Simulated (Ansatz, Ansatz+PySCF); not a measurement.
```yaml
atoms:
  - { symbol: C, position_ang: [-0.3783, 0.1138, -0.0716] }
  - { symbol: O, position_ang: [-0.5711, -1.0003, 0.2895] }
  - { symbol: N, position_ang: [0.8275, 0.7144, -0.1331] }
  - { symbol: H, position_ang: [-1.1972, 0.7745, -0.3972] }
  - { symbol: H, position_ang: [0.9270, 1.6534, -0.4515] }
  - { symbol: H, position_ang: [1.6431, 0.2028, 0.1353] }
```

Basis set: def2-SVP (spherical functions). Frozen core: 3 orbitals. Charge 0, multiplicity 3.

Computed with Ansatz (development build ahead of 0.2.0); each method stands on the lowest determinant of its kind that the runs found.

The atomization energy at this shape (free ground-state atoms in the same class of orbitals less the molecule, no zero-point energy) of triplet CH₃NO:

| method | atomization energy |
| --- | --- |
| UHF-MP2 | 17.42 eV |

Q: What does UHF give?

A: 11.90 eV. Caution: another spin multiplicity may lie lower; the shape is not the minimum.
